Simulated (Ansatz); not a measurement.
The cluster MgSi3. The state is a singlet with charge 0. Geometry r2SCAN-D4/def2-TZVP.

```xyz
4

Mg    1.306    0.154   -0.635
Si    0.646   -1.250    1.605
Si   -0.889   -0.235    0.316
Si   -1.063    1.331   -1.286
```

LC-ωPBE has ω = 0.4 bohr⁻¹. The restricted singlet is unstable towards broken spin symmetry in Hartree–Fock (as tested in another run); at PBE-D4/def2-TZVP, r2SCAN-D4/def2-TZVP, PBE0-D4/def2-TZVP, r2SCAN0-D4/def2-TZVP and others this wasn't settled. Another isomer (singlet) lies 1.36 eV lower at PBE0-D4/def2-TZVP; other spin states weren't run for this one.

Task: Estimate the orbital energies around the gap (eV) in Ansatz with PBE-D4/def2-TZVP, r2SCAN-D4/def2-TZVP, PBE0-D4/def2-TZVP, r2SCAN0-D4/def2-TZVP, LC-ωPBE/def2-TZVP.

Result: 
```
orbital  PBE-D4/def2-TZVP  r2SCAN-D4/def2-TZVP  PBE0-D4/def2-TZVP  r2SCAN0-D4/def2-TZVP  LC-ωPBE/def2-TZVP
 HOMO−5            -11.03               -11.43             -12.54                -12.77             -15.74
 HOMO−4             -7.89                -8.08              -8.97                 -9.09             -11.56
 HOMO−3             -6.58                -6.74              -7.50                 -7.60              -9.92
 HOMO−2             -5.57                -5.75              -6.25                 -6.38              -8.39
 HOMO−1             -5.31                -5.47              -6.16                 -6.25              -8.24
   HOMO             -4.21                -4.33              -4.94                 -5.01              -7.00
   LUMO             -3.93                -3.79              -3.30                 -3.23              -1.53
 LUMO+1             -3.69                -3.68              -3.03                 -3.04              -1.14
 LUMO+2             -2.14                -1.95              -1.46                 -1.36               0.34
 LUMO+3             -1.58                -1.39              -0.87                 -0.76               0.91
 LUMO+4             -1.17                -0.91              -0.45                 -0.31               1.56
 LUMO+5             -0.25                 0.08               0.50                  0.68               2.23
```
